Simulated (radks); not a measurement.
Results of a calculation; reference values are marked as such.
Problem. Er, configuration [Xe] 4f10 6s2 6p2 (not the ground configuration). Code: a radial shooting solver on a logarithmic mesh with Libxc functionals. Model: Dirac Kohn-Sham, PBE, spin-unpolarised, spherical densities, finite nucleus; open shells fill j = l - 1/2 first; Fermi nuclear charge, rms radius 5.2516 fm. Some entries of the table are withheld. Estimate them.

orbital,occ.,eigenvalue (eV),<r> (bohr)
1s1/2,2,-57314.27,0.02037
2s1/2,2,-9641.645,0.08590
2p1/2,2,-9185.234,0.07147
2p3/2,4,-8268.520,0.07875
3s1/2,2,-2178.699,0.2249
3p1/2,2,-1978.214,0.2147
3p3/2,4,-1785.728,0.2283
3d3/2,4,(1),0.2013
3d5/2,6,(2),0.2055
4s1/2,2,-447.7774,0.5071
4p1/2,2,-367.5370,0.5158
4p3/2,4,-323.9291,0.5467
4d3/2,4,-191.6676,0.5735
4d5/2,6,-183.6884,0.5843
5s1/2,2,-66.4324,1.210
5p1/2,2,(3),1.339
5p3/2,4,(4),1.431
4f5/2,6,(5),0.7280
4f7/2,4,(6),0.7384
6s1/2,2,-7.2581,3.286
6p1/2,2,-3.2936,(7)
6p3/2,0,-2.7587,(8)

Solution. 
(1) 3d3/2 eigenvalue (eV): -1442.458
(2) 3d5/2 eigenvalue (eV): -1400.407
(3) 5p1/2 eigenvalue (eV): -43.4908
(4) 5p3/2 eigenvalue (eV): -37.2283
(5) 4f5/2 eigenvalue (eV): -23.7250
(6) 4f7/2 eigenvalue (eV): -22.5030
(7) 6p1/2 <r> (bohr): 4.139
(8) 6p3/2 <r> (bohr): 4.445
